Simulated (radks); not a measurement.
Ir3+, 74 electrons, occupied as [Xe] 4f14 5d6.

All-electron calculation, Dirac Kohn-Sham, relativistic LDA (MacDonald-Vosko exchange, VWN5 correlation), spin-unpolarised, spherical densities, finite nucleus; open shells fill j = l - 1/2 first; Fermi nuclear charge, rms radius 5.4032 fm. Program: a radial shooting solver on a logarithmic mesh with Libxc functionals.

Energy parts (Ry):
part                       energy
total                 -35613.6822
kinetic                40401.6524
electron-nucleus      -89139.7255
Hartree                13727.7443
exchange-correlation    -603.3534

Orbitals (lengths in bohr, moments of r in powers of bohr; r(90%) holds 90 % of the orbital's charge):
\begin{tabular}{lrrrr}
orbital & occ. & eigenvalue (Ry) & r(90%) & small-component weight \\ \hline
1s1/2 & 2 & -5547.453 & 0.0320 & 8.43e-02 \\
2s1/2 & 2 & -972.8840 & 0.115 & 1.93e-02 \\
2p1/2 & 2 & -933.1000 & 0.101 & 1.94e-02 \\
2p3/2 & 4 & -815.0609 & 0.111 & 1.73e-02 \\
3s1/2 & 2 & -229.4102 & 0.280 & 6.40e-03 \\
3p1/2 & 2 & -211.3833 & 0.272 & 6.35e-03 \\
3p3/2 & 4 & -185.5122 & 0.293 & 5.77e-03 \\
3d3/2 & 4 & -155.1196 & 0.266 & 5.66e-03 \\
3d5/2 & 6 & -149.4951 & 0.272 & 5.50e-03 \\
4s1/2 & 2 & -50.69238 & 0.610 & 2.15e-03 \\
4p1/2 & 2 & -43.05221 & 0.622 & 2.06e-03 \\
4p3/2 & 4 & -36.91237 & 0.670 & 1.83e-03 \\
4d3/2 & 4 & -24.30329 & 0.707 & 1.64e-03 \\
4d5/2 & 6 & -23.15734 & 0.724 & 1.58e-03 \\
4f5/2 & 6 & -7.04512 & 0.861 & 1.20e-03 \\
4f7/2 & 8 & -6.81550 & 0.874 & 1.17e-03 \\
5s1/2 & 2 & -9.46340 & 1.40 & 5.23e-04 \\
5p1/2 & 2 & -7.03937 & 1.54 & 4.44e-04 \\
5p3/2 & 4 & -6.02931 & 1.68 & 3.79e-04 \\
5d3/2 & 4 & -2.78111 & 2.31 & 2.17e-04 \\
5d5/2 & 2 & -2.67467 & 2.38 & 2.04e-04 \\
\end{tabular}

The highest occupied level is 5d5/2 at -36.391 eV. The density falls to 0.001 e/bohr^3 at r = 3.36 bohr. The electron density at the nucleus is 1.793e+06 e/bohr^3.
